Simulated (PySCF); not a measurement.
Job for PySCF: R-HF/3-21G on C3H12Si (a complex), monomers drawn apart or pushed together.

```python
from pyscf import gto, scf, dft, mp
from pyscf.data.elements import chemcore

mol = gto.M(
    atom='''
    C     0.87883875    0.08670683    0.45526027
    C    -0.51024346    0.68180204    0.24485405
    H     1.55682397    0.36663610   -0.35335539
    H     0.84171862   -1.00329362    0.49444022
    H     1.32616653    0.43233309    1.38938324
    H    -0.47748493    1.77313645    0.22720046
    H    -1.19534105    0.38359377    1.04033541
    H    -0.94294756    0.35026877   -0.70095558
    C    -0.54495271    0.75838188    4.63977002
    Si   -0.18108863   -1.07789599    4.51548555
    H    -0.02935304    1.19682115    5.49613758
    H    -1.61507211    0.93374424    4.76448194
    H    -0.21952555    1.28521027    3.74194221
    H     1.27145292   -1.31464298    4.33480712
    H    -0.89868453   -1.68044913    3.36660591
    H    -0.61605464   -1.77479855    5.75103208
    ''',
    basis='3-21g',
    charge=0, spin=0, verbose=3, max_memory=1800)
mf = scf.RHF(mol)
mf.conv_tol = 1e-8
mf.max_cycle = 100
mf.kernel()
if not mf.converged:
    mf = mf.newton().run(mf.mo_coeff, mf.mo_occ)
```

It printed:

```
converged SCF energy = -407.319477516625
```

Self-consistency was reached.

Cost: around 1.2 core-seconds (rough).
